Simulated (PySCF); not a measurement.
C$_{3}$H$_{9}$ClSi, triplet, at the geometry of the source list (a higher spin typed on purpose: for a closed-shell molecule this is an excited state); B3LYP/6-31G run with PySCF.

Here is a job for PySCF.
```python
from pyscf import gto, scf, dft, solvent

mol = gto.Mole()
mol.atom = '''
    C    -0.740400    1.610400   -0.386000
    Si    0.156700    0.123700    0.395900
    C     1.632300   -0.414800   -0.682200
    C    -1.052100   -1.323900    0.661200
    Cl    0.876600    0.698800    2.221400
    H    -1.153400    1.354700   -1.356700
    H    -1.559700    1.952400    0.240000
    H    -0.066500    2.450800   -0.526400
    H     2.178700   -1.235000   -0.225600
    H     1.303200   -0.745200   -1.663000
    H     2.333000    0.401900   -0.829500
    H    -1.444600   -1.687500   -0.283100
    H    -1.897100   -1.026600    1.275700
    H    -0.566800   -2.159600    1.158300
'''
mol.basis = '6-31g'
mol.charge = 0
mol.spin = 2
mol.verbose = 4
mol.build()

mf = dft.UKS(mol)
mf.xc = 'b3lyp'
mf.kernel()
```

It wrote (shortened):

```
PySCF version 2.14.0

[INPUT] verbose = 4
[INPUT] num. atoms = 14
[INPUT] num. electrons = 58
[INPUT] charge = 0
[INPUT] spin (= nelec alpha-beta = 2S) = 2
[INPUT] symmetry False subgroup None
[INPUT] Mole.unit = angstrom
[INPUT] Symbol           X                Y                Z      unit          X                Y                Z       unit  Magmom
[INPUT]  1 C     -0.740400000000   1.610400000000  -0.386000000000 AA   -1.399153222628   3.043214951000  -0.729434284082 Bohr   0.0
[INPUT]  2 Si     0.156700000000   0.123700000000   0.395900000000 AA    0.296120083719   0.233759121609   0.748142572715 Bohr   0.0
[INPUT]  3 C      1.632300000000  -0.414800000000  -0.682200000000 AA    3.084599953128  -0.783858396470  -1.289171162178 Bohr   0.0
[INPUT]  4 C     -1.052100000000  -1.323900000000   0.661200000000 AA   -1.988180855655  -2.501808416312   1.249486913562 Bohr   0.0
[INPUT]  5 Cl     0.876600000000   0.698800000000   2.221400000000 AA    1.656533920794   1.320540615846   4.197837613109 Bohr   0.0
[INPUT]  6 H     -1.153400000000   1.354700000000  -1.356700000000 AA   -2.179610112073   2.560011980948  -2.563791433197 Bohr   0.0
[INPUT]  7 H     -1.559700000000   1.952400000000   0.240000000000 AA   -2.947405836484   3.689501285601   0.453534269896 Bohr   0.0
[INPUT]  8 H     -0.066500000000   2.450800000000  -0.526400000000 AA   -0.125666787284   4.631340786084  -0.994751831971 Bohr   0.0
[INPUT]  9 H      2.178700000000  -1.235000000000  -0.225600000000 AA    4.117146307590  -2.333811763838  -0.426322213702 Bohr   0.0
[INPUT] 10 H      1.303200000000  -0.745200000000  -1.663000000000 AA    2.462691085533  -1.408223908026  -3.142614545152 Bohr   0.0
[INPUT] 11 H      2.333000000000   0.401900000000  -0.829500000000 AA    4.408731048610   0.759480929463  -1.567527820327 Bohr   0.0
[INPUT] 12 H     -1.444600000000  -1.687500000000  -0.283100000000 AA   -2.729898359547  -3.188912835204  -0.534981465864 Bohr   0.0
[INPUT] 13 H     -1.897100000000  -1.026600000000   1.275700000000 AA   -3.584999430912  -1.939992839478   2.410723617108 Bohr   0.0
[INPUT] 14 H     -0.566800000000  -2.159600000000   1.158300000000 AA   -1.071096767403  -4.081052538611   2.188869770084 Bohr   0.0

nuclear repulsion = 298.092334804662
number of shells = 47
number of NR pGTOs = 194
number of NR cGTOs = 71
basis = 6-31g
ecp = {}

******** <class 'pyscf.dft.uks.UKS'> ********
method = UKS
initial guess = minao
damping factor = 0
level_shift factor = 0
DIIS = <class 'pyscf.scf.diis.CDIIS'>
diis_start_cycle = 1
diis_space = 8
diis_damp = 0
SCF conv_tol = 1e-09
SCF conv_tol_grad = None
SCF max_cycles = 50
direct_scf = True
direct_scf_tol = 1e-13
number electrons alpha = 30  beta = 28
XC library pyscf.dft.libxc version 7.1.2
    S. Lehtola, C. Steigemann, M. J. T. Oliveira, and M. A. L. Marques,  SoftwareX 7, 1–5 (2018)
XC functionals = b3lyp
    P. J. Stephens, F. J. Devlin, C. F. Chabalowski, and M. J. Frisch,  J. Phys. Chem. 98, 11623 (1994)
radial grids:
    Treutler-Ahlrichs [JCP 102, 346 (1995); DOI:10.1063/1.469408] (M4) radial grids

becke partition: Becke, JCP 88, 2547 (1988); DOI:10.1063/1.454033
pruning grids: <function nwchem_prune>
grids dens level: 3
symmetrized grids: False
atomic radii adjust function: <function treutler_atomic_radii_adjust>
small_rho_cutoff = 0
Set gradient conv threshold to 3.16228e-05
tot grids = 168688
init E= -869.576206299441

cycle= 1 E= -869.067525171071  delta_E= 0.509  |g|= 0.342  |ddm|= 5.46

cycle= 2 E= -869.030847537391  delta_E= 0.0367  |g|= 0.419  |ddm|= 2.18

cycle= 3 E= -869.134564061891  delta_E= -0.104  |g|= 0.124  |ddm|= 1.36

cycle= 4 E= -869.144716583109  delta_E= -0.0102  |g|= 0.0489  |ddm|= 0.408

cycle= 5 E= -869.146552427568  delta_E= -0.00184  |g|= 0.0148  |ddm|= 0.345

cycle= 6 E= -869.146745540223  delta_E= -0.000193  |g|= 0.00646  |ddm|= 0.195

cycle= 7 E= -869.146817433601  delta_E= -7.19e-05  |g|= 0.00227  |ddm|= 0.188

cycle= 8 E= -869.146831414528  delta_E= -1.4e-05  |g|= 0.00123  |ddm|= 0.0922

cycle= 9 E= -869.146834672991  delta_E= -3.26e-06  |g|= 0.00058  |ddm|= 0.0437

cycle= 10 E= -869.14683576588  delta_E= -1.09e-06  |g|= 0.000468  |ddm|= 0.0206

cycle= 11 E= -869.146836464044  delta_E= -6.98e-07  |g|= 0.000287  |ddm|= 0.0102

cycle= 12 E= -869.146837027741  delta_E= -5.64e-07  |g|= 0.000279  |ddm|= 0.00544

cycle= 13 E= -869.1468374074  delta_E= -3.8e-07  |g|= 0.000275  |ddm|= 0.00265

cycle= 14 E= -869.146838637953  delta_E= -1.23e-06  |g|= 0.00026  |ddm|= 0.00895

cycle= 15 E= -869.146839921272  delta_E= -1.28e-06  |g|= 0.000248  |ddm|= 0.00982

cycle= 16 E= -869.146844941186  delta_E= -5.02e-06  |g|= 0.000246  |ddm|= 0.0515

cycle= 17 E= -869.146845620198  delta_E= -6.79e-07  |g|= 0.000122  |ddm|= 0.0106

cycle= 18 E= -869.146846108306  delta_E= -4.88e-07  |g|= 0.000139  |ddm|= 0.00915

cycle= 19 E= -869.146846988286  delta_E= -8.8e-07  |g|= 0.000491  |ddm|= 0.0537

cycle= 20 E= -869.146847223026  delta_E= -2.35e-07  |g|= 0.00016  |ddm|= 0.00652

cycle= 21 E= -869.146847248418  delta_E= -2.54e-08  |g|= 3.09e-05  |ddm|= 0.00326

cycle= 22 E= -869.14684724942  delta_E= -1e-09  |g|= 1.39e-05  |ddm|= 0.000972

cycle= 23 E= -869.146847249225  delta_E= 1.95e-10  |g|= 1.53e-05  |ddm|= 0.000415

Extra cycle  E= -869.146847248508  delta_E= 7.17e-10  |g|= 3.58e-05  |ddm|= 0.000159
converged SCF energy = -869.146847248508  <S^2> = 2.0023917  2S+1 = 3.001594
```
